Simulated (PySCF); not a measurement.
A small calculation by hand: dipole moment from atomic charges

Si(H)(Cl)2(Me) (CH4Cl2Si), SMILES C[SiH](Cl)Cl. Atoms are numbered in the order given.

```xyz
8

Si    -0.4635    -0.3261     0.0000
C      0.3093    -2.0190     0.0000
Cl     0.1521     0.7097     1.6888
Cl     0.1521     0.7097    -1.6888
H     -1.9446    -0.3521     0.0000
H      0.0001    -2.5809     0.8957
H      0.0001    -2.5809    -0.8957
H      1.4070    -1.9362     0.0000
```

Geometry: B3LYP-D3(BJ)/def2-SVP.

Charges (e) from B3LYP/def2-TZVP (PySCF):

```tsv
atom	IAO	Mulliken
Si1	1.021	0.566
C2	-0.737	-0.437
Cl3	-0.323	-0.248
Cl4	-0.323	-0.248
H5	-0.137	-0.037
H6	0.165	0.132
H7	0.165	0.132
H8	0.168	0.138
```

The dipole moment of the full density is 2.05 D.

What dipole moment does each set of point charges give, and which comes closer to that of the density?


μ = Σ q r, and 1 e Å = 4.8032 D.
IAO: Σ q r = (-0.297, -0.432, 0.000) e Å, |μ| = 2.52 D.
Mulliken: Σ q r = (-0.207, -0.590, 0.000) e Å, |μ| = 3.00 D.
IAO comes closer in size. Point charges leave out the atoms' own dipoles (lone pairs, polarised bonds); fits to the potential absorb them, partitions of the density don't.
